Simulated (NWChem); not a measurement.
System: MgH$_{2}$S$_{2}$; SMILES [SH][Mg][SH]

Excerpt of the output:

```
             Northwest Computational Chemistry Package (NWChem) 7.3.0
             --------------------------------------------------------

 C1  symmetry detected

                             Geometry "geometry" -> ""
                             -------------------------

 Output coordinates in angstroms (scale by  1.889725989 to convert to a.u.)

  No.       Tag          Charge          X              Y              Z
 ---- ---------------- ---------- -------------- -------------- --------------
    1 Mg                  12.0000     0.02075209     0.00017199    -0.00555499
    2 S                   16.0000     0.04977476     2.30736587    -0.02734282
    3 H                    1.0000    -0.92768095     2.40380050     0.90371400
    4 S                   16.0000     0.04903868    -2.30704171     0.03277105
    5 H                    1.0000    -0.90235918    -2.41105090    -0.92390572

 Effective nuclear repulsion energy (a.u.)     138.1264356574

  xc_inp: hfexch multiplicative factor not found.

                                 NWChem DFT Module
                                 -----------------

 Summary of "ao basis" -> "ao basis" (spherical)
 ------------------------------------------------------------------------------
       Tag                 Description            Shells   Functions and Types
 ---------------- ------------------------------  ------  ---------------------
 Mg                          3-21g                   7       13   4s3p
 S                           3-21g                   7       13   4s3p
 H                           3-21g                   2        2   2s

            General Information
            -------------------
          SCF calculation type: DFT
          Wavefunction type:  closed shell.
          No. of atoms     :     5
          No. of electrons :    46
           Alpha electrons :    23
            Beta electrons :    23
          Charge           :     0
          Spin multiplicity:     1
          Use of symmetry is: off; symmetry adaption is: off
          Maximum number of iterations: 150
          AO basis - number of functions:    43
                     number of shells:    25
          Convergence on energy requested:  1.00D-06
          Convergence on density requested:  1.00D-05
          Convergence on gradient requested:  5.00D-04

              XC Information
              --------------
                     Hartree-Fock (Exact) Exchange  1.000

      Superposition of Atomic Density Guess
      -------------------------------------

 Sum of atomic energies:        -990.53239385

      Non-variational initial energy
      ------------------------------

 Total energy =    -990.962759
 1-e energy   =   -1649.195221
 2-e energy   =     520.106026
 HOMO         =      -0.326121
 LUMO         =      -0.053603

     ---------------------------------------------
      Total Density - Mulliken Population Analysis
     ---------------------------------------------

    Atom       Charge   Shell Charges
 -----------   ------   -------------------------------------------------------
    1 Mg  12    10.83   2.00  1.99  5.87  0.38  0.38  0.20  0.01
    2 S   16    16.84   2.00  1.96  5.89  1.01  2.56  0.93  2.48
    3 H    1     0.74   0.34  0.41
    4 S   16    16.84   2.00  1.96  5.89  1.01  2.56  0.93  2.48
    5 H    1     0.74   0.34  0.41

   convergence    iter        energy       DeltaE   RMS-Dens  Diis-err
 ---------------- ----- ----------------- --------- --------- ---------
 d= 0,ls=0.0,diis     1   -990.8022183417 -1.13D+03  1.72D-02  1.93D-01
 d= 0,ls=0.0,diis     2   -990.8476900832 -4.55D-02  3.85D-03  1.84D-02
 d= 0,ls=0.0,diis     3   -990.8513440538 -3.65D-03  1.46D-03  9.54D-04
 d= 0,ls=0.0,diis     4   -990.8517130686 -3.69D-04  5.78D-04  5.67D-05
 d= 0,ls=0.0,diis     5   -990.8517559463 -4.29D-05  1.29D-04  3.01D-06
  Resetting Diis
 d= 0,ls=0.0,diis     6   -990.8517581667 -2.22D-06  2.16D-05  9.22D-08
 d= 0,ls=0.0,diis     7   -990.8517582270 -6.03D-08  1.75D-06  1.83D-09

         Total DFT energy =     -990.851758226990
      One electron energy =    -1650.365517960367
           Coulomb energy =      588.200873485730
    Exchange-Corr. energy =      -66.813549409727
 Nuclear repulsion energy =      138.126435657374

 Numeric. integr. density =        0.000000000000

                       DFT Final Molecular Orbital Analysis
                       ------------------------------------

 Vector   21  Occ=2.000000D+00  E=-3.950208D-01
              MO Center=  5.9D-02, -7.0D-04,  2.5D-03, r^2= 6.9D+00
   Bfn.  Coefficient  Atom+Function         Bfn.  Coefficient  Atom+Function
  ----- ------------  ---------------      ----- ------------  ---------------
    21      0.349139  2 S  py                36      0.348616  4 S  py
    25      0.316139  2 S  py                40      0.315792  4 S  py
     8     -0.248678  1 Mg py                17     -0.168268  2 S  py
    32     -0.168024  4 S  py                 4      0.128455  1 Mg py
    23      0.116289  2 S  s                 38     -0.115947  4 S  s

 Vector   22  Occ=2.000000D+00  E=-3.743281D-01
              MO Center=  6.3D-02, -8.2D-02,  3.6D-03, r^2= 6.7D+00
   Bfn.  Coefficient  Atom+Function         Bfn.  Coefficient  Atom+Function
  ----- ------------  ---------------      ----- ------------  ---------------
    39     -0.311753  4 S  px                24      0.294685  2 S  px
    35     -0.272300  4 S  px                41      0.267192  4 S  pz
    26      0.264130  2 S  pz                20      0.256057  2 S  px
    37      0.253962  4 S  pz                22      0.251357  2 S  pz
    31      0.131926  4 S  px                16     -0.124178  2 S  px

 Vector   23  Occ=2.000000D+00  E=-3.741616D-01
              MO Center=  4.1D-02,  8.4D-02,  1.1D-03, r^2= 6.7D+00
   Bfn.  Coefficient  Atom+Function         Bfn.  Coefficient  Atom+Function
  ----- ------------  ---------------      ----- ------------  ---------------
    26      0.315756  2 S  pz                41     -0.298518  4 S  pz
    22      0.276253  2 S  pz                24      0.264950  2 S  px
    39      0.262098  4 S  px                37     -0.259847  4 S  pz
    20      0.251378  2 S  px                35      0.248925  4 S  px
    18     -0.133791  2 S  pz                33      0.125962  4 S  pz

 Vector   24  Occ=0.000000D+00  E= 2.131149D-02
              MO Center= -4.7D-01, -1.5D-03, -4.5D-02, r^2= 6.1D+00
   Bfn.  Coefficient  Atom+Function         Bfn.  Coefficient  Atom+Function
  ----- ------------  ---------------      ----- ------------  ---------------
    10      1.369097  1 Mg s                 23     -0.463787  2 S  s
    38     -0.462819  4 S  s                 25      0.343416  2 S  py
    40     -0.344023  4 S  py                11     -0.190258  1 Mg px
     2     -0.188161  1 Mg s                 21      0.156982  2 S  py
    36     -0.157208  4 S  py                24      0.085891  2 S  px

 Vector   25  Occ=0.000000D+00  E= 5.482826D-02
              MO Center=  3.9D-02, -8.7D-03, -2.8D-02, r^2= 7.0D+00
   Bfn.  Coefficient  Atom+Function         Bfn.  Coefficient  Atom+Function
  ----- ------------  ---------------      ----- ------------  ---------------
    13      0.966193  1 Mg pz                41     -0.221242  4 S  pz
    26     -0.200460  2 S  pz                 9      0.177353  1 Mg pz
    28     -0.147427  3 H  s                 39      0.126952  4 S  px
    11     -0.121071  1 Mg px                43      0.116041  5 H  s
     5     -0.113943  1 Mg pz                37     -0.100822  4 S  pz

 Vector   26  Occ=0.000000D+00  E= 5.569940D-02
              MO Center=  5.2D-01,  9.7D-03,  5.9D-02, r^2= 6.7D+00
   Bfn.  Coefficient  Atom+Function         Bfn.  Coefficient  Atom+Function
  ----- ------------  ---------------      ----- ------------  ---------------
    11      0.943967  1 Mg px                10      0.265235  1 Mg s
    38     -0.199780  4 S  s                 24     -0.198000  2 S  px
    23     -0.188315  2 S  s                 39     -0.178616  4 S  px
     7      0.177520  1 Mg px                43      0.170580  5 H  s
    28      0.141412  3 H  s                 26     -0.138577  2 S  pz

     ---------------------------------------------
      Total Density - Mulliken Population Analysis
     ---------------------------------------------

    Atom       Charge   Shell Charges
 -----------   ------   -------------------------------------------------------
    1 Mg  12    11.00   2.00  1.99  5.88  0.41  0.66  0.03  0.04
    2 S   16    16.56   2.00  1.96  5.89  0.97  2.40  1.02  2.32
    3 H    1     0.94   0.43  0.52
    4 S   16    16.56   2.00  1.96  5.89  0.96  2.40  1.02  2.32
    5 H    1     0.94   0.43  0.52

     -------------------------------------------
      Total Density - Lowdin Population Analysis
     -------------------------------------------

    Atom       Charge   Shell Charges
 -----------   ------   -------------------------------------------------------
    1 Mg  12    11.50   2.00  1.96  5.84  0.39  0.73  0.20  0.37
    2 S   16    16.32   2.00  1.95  5.82  0.91  2.34  0.82  2.48
    3 H    1     0.93   0.42  0.50
    4 S   16    16.32   2.00  1.95  5.82  0.91  2.34  0.82  2.48
    5 H    1     0.93   0.43  0.50

     Multipole analysis of the density
     ---------------------------------

     L   x y z        total         alpha         beta         nuclear
     -   - - -        -----         -----         ----         -------
     0   0 0 0     -0.000000    -23.000000    -23.000000     46.000000

     1   1 0 0     -0.677672     -0.338836     -0.338836      0.000000
     1   0 1 0     -0.002769     -0.001385     -0.001385     -0.000000
     1   0 0 1     -0.025274     -0.012637     -0.012637      0.000000

[...]
```

Level: Hartree-Fock/3-21G. Geometry: optimised at PBE0/def2-SVP.

Task: Write an input that gives this output.

Result: One answer among several that fit: the input that was run:
```
start job
memory heap 200 mb stack 900 mb global 1100 mb
geometry units angstroms noautoz
  Mg    -0.065421    -0.217193     0.353590
  S      0.051057    -2.521357     0.395084
  H      0.968559    -2.568318    -0.598682
  S     -0.164368     2.088338     0.369093
  H     -1.142428     2.129154    -0.565219
end
basis spherical
  Mg library 3-21g
  S library 3-21g
  H library 3-21g
end
dft
  xc hfexch
  iterations 150
  mulliken
end
task dft energy
```
